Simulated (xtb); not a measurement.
Br3Pb (SMILES [Br][Pb-]([Br])[Br]), charge -1, singlet, geometry from GFN2-xTB (such geometries of metal compounds can be far from the true shape); xtb 6.7.1 with GFN2-xTB.

The xtb input:
```
$ xtb mol.xyz --gfn 2 --chrg -1 --uhf 0 --json

# file mol.xyz
4

Pb     0.00381371    -0.00015158     0.64375725
Br     0.60057734    -2.35520043    -0.50687391
Br     1.73497476     1.70048433    -0.51263926
Br    -2.34448708     0.65507125    -0.48871810
```

The log (banner, timings and long lists left out):

```
   ID    Z sym.   atoms
    1   82 Pb     1
    2   35 Br     2-4

           -------------------------------------------------
          |                Calculation Setup                |
           -------------------------------------------------

           -------------------------------------------------
          |                 G F N 2 - x T B                 |
           -------------------------------------------------

          ...................................................
          :                      SETUP                      :
          :.................................................:
          :  # basis functions                  34          :
          :  # atomic orbitals                  31          :
          :  # shells                           11          :
          :  # electrons                        26          :
          :  max. iterations                   250          :
          :  Hamiltonian                  GFN2-xTB          :
          :  restarted?                      false          :
          :  GBSA solvation                  false          :
          :  PC potential                    false          :
          :  electronic temp.          300.0000000     K    :
          :  accuracy                    1.0000000          :
          :  -> integral cutoff          0.2500000E+02      :
          :  -> integral neglect         0.1000000E-07      :
          :  -> SCF convergence          0.1000000E-05 Eh   :
          :  -> wf. convergence          0.1000000E-03 e    :
          :  Broyden damping             0.4000000          :
          :  net charge                         -1          :
          :  unpaired electrons                  0          :
          ...................................................

 iter      E             dE          RMSdq      gap      omega  full diag
   1    -15.0192442 -0.150192E+02  0.793E+00    5.79       0.0  T
   2    -15.0315289 -0.122847E-01  0.515E+00    5.24       1.0  T
   3    -15.0335898 -0.206093E-02  0.187E+00    5.18       1.0  T
   4    -15.0341219 -0.532094E-03  0.119E+00    5.19       1.0  T
   5    -15.0344837 -0.361808E-03  0.157E-01    5.20       1.0  T
   6    -15.0344845 -0.716829E-06  0.327E-02    5.20       1.5  T
   7    -15.0344851 -0.687826E-06  0.125E-02    5.20       4.0  T
   8    -15.0344852 -0.281172E-07  0.751E-03    5.20       6.7  T
   9    -15.0344852 -0.242152E-07  0.216E-03    5.20      23.1  T
[...]
         :: total energy             -15.033074741127 Eh    ::
[...]
        23                          0.2178411               5.9278
        24                          0.2178411               5.9278
       ...                                ...                  ...
        31                          0.4235122              11.5244
      -------------------------------------------------------------
                  HL-Gap            0.1910208 Eh            5.1979 eV
             Fermi-level           -0.1554944 Eh           -4.2312 eV

     #   Z          covCN         q      C6AA      α(0)
     1  82 Pb       2.586     0.593   462.321    42.563
     2  35 Br       0.862    -0.531   200.152    22.810
     3  35 Br       0.862    -0.531   200.152    22.810
     4  35 Br       0.862    -0.531   200.152    22.810

 Mol. C6AA /au·bohr⁶  :       4063.529731
 Mol. C8AA /au·bohr⁸  :     367167.222003
 Mol. α(0) /au        :        110.994076

Wiberg/Mayer (AO) data.
largest (>0.10) Wiberg bond orders for each atom

 ---------------------------------------------------------------------------
     #   Z sym  total        # sym  WBO       # sym  WBO       # sym  WBO
 ---------------------------------------------------------------------------
     1  82 Pb   2.128 --     3 Br   0.709     4 Br   0.709     2 Br   0.709
     2  35 Br   0.763 --     1 Pb   0.709
     3  35 Br   0.763 --     1 Pb   0.709
     4  35 Br   0.763 --     1 Pb   0.709
 ---------------------------------------------------------------------------

Topologies differ in total number of bonds
Writing topology from bond orders to xtbtopo.mol

molecular dipole:
                 x           y           z       tot (Debye)
 q only:        0.013      -0.001       2.234
   full:        0.018      -0.001       2.998       7.621
molecular quadrupole (traceless):
                xx          xy          yy          xz          yz          zz
 q only:       -8.125      -0.000      -8.126       0.144      -0.006      16.252
  q+dip:      -13.304      -0.000     -13.306       0.236      -0.009      26.610
   full:      -12.906      -0.000     -12.907       0.229      -0.009      25.813

           -------------------------------------------------
          | TOTAL ENERGY              -15.033074741127 Eh   |
          | GRADIENT NORM               0.000033282402 Eh/α |
          | HOMO-LUMO GAP               5.197941596751 eV   |
           -------------------------------------------------

normal termination of xtb
```
